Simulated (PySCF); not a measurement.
## Deuteron quadrupole couplings in `C#CCC[SiH]([SiH3])[SiH3]`

Compound: C4H12Si3.
Cartesian coordinates in Å at the GFN2-xTB level; atoms count from 1:
```xyz
19
C4H12Si3 angstrom
C      4.018   -0.361    0.086
C      2.827   -0.449    0.021
C      1.380   -0.500   -0.050
C      0.763    0.885    0.158
Si    -1.153    0.818    0.095
Si    -1.792    0.137   -2.035
Si    -1.877   -0.515    1.859
H      5.064   -0.300    0.141
H      1.013   -1.191    0.718
H      1.089   -0.897   -1.028
H      1.152    1.564   -0.604
H      1.099    1.279    1.120
H     -1.567    2.221    0.320
H     -0.992    0.714   -3.120
H     -1.679   -1.319   -2.183
H     -3.189    0.472   -2.321
H     -3.205   -0.130    2.338
H     -1.974   -1.922    1.452
H     -0.988   -0.496    3.026
```

Level: PBE0/pcSseg-1 (PySCF, non-relativistic); Q(2H) = 0.00286 b; rigid geometry, the same for H and D, with no vibrational averaging.

Task: Rank these positions by the coupling χzz of a deuteron there, largest first.
A. H8 (alkyne hydrogen)
B. H13 (Si–H hydrogen)
C. H10 (methylene hydrogen)
D. H11 (methylene hydrogen)
E. H14 (Si–H hydrogen)

Result: A (267 kHz), D (207 kHz), C (199 kHz), E (110 kHz), B (104 kHz).

Task: Tabulate Vzz, the asymmetry η and χzz = 234.96 MHz × Q × Vzz for every hydrogen position.

Result: 
| atom | bonded to | bond length (Å) | Vzz (au) | η | χzz (kHz) |
| --- | --- | --- | --- | --- | --- |
| H8 | C1 | 1.049 | 0.3978 | 0.00 | 267 |
| H9 | C3 | 1.096 | 0.2952 | 0.04 | 198 |
| H10 | C3 | 1.095 | 0.2955 | 0.04 | 199 |
| H11 | C4 | 1.092 | 0.3076 | 0.03 | 207 |
| H12 | C4 | 1.092 | 0.3071 | 0.03 | 206 |
| H13 | Si5 | 1.480 | 0.1545 | 0.00 | 104 |
| H14 | Si6 | 1.466 | 0.1633 | 0.00 | 110 |
| H15 | Si6 | 1.468 | 0.1617 | 0.00 | 109 |
| H16 | Si6 | 1.464 | 0.1648 | 0.01 | 111 |
| H17 | Si7 | 1.464 | 0.1651 | 0.01 | 111 |
| H18 | Si7 | 1.468 | 0.1620 | 0.00 | 109 |
| H19 | Si7 | 1.467 | 0.1628 | 0.01 | 109 |

Task: Average by the element that carries the hydrogen.

Result: on C: 215 kHz over 5 positions, mean bond length 1.085 Å; on Si: 109 kHz over 7 positions, mean bond length 1.468 Å.

Task: How does χzz go with the bond length over the 7 Si–H bonds?

Result: A straight-line fit has a slope of -4.3 kHz for each 0.01 Å, with a correlation coefficient of -1.00, over lengths from 1.464 to 1.480 Å. The longer bonds have the smaller couplings here.

Task: Give the 2H NMR doublet splittings at H9 for a magnetic field along the z, y and x axes of the gradient: 3χ/2, 3χ(1 + η)/4, 3χ(1 − η)/4.

Result: With |χ| = 198.3 kHz and η = 0.039: 298, 155 and 143 kHz, to first order and without motion.

One conformer (not necessarily the lowest) at the GFN2-xTB geometry, without solvent, vibrations or thermal averaging. GFN2-xTB bond lengths can be off by several hundredths of an ångström, more for odd bonds, and the gradients follow them. The basis is small and wasn't made for field gradients, so the couplings can be 20 % off.
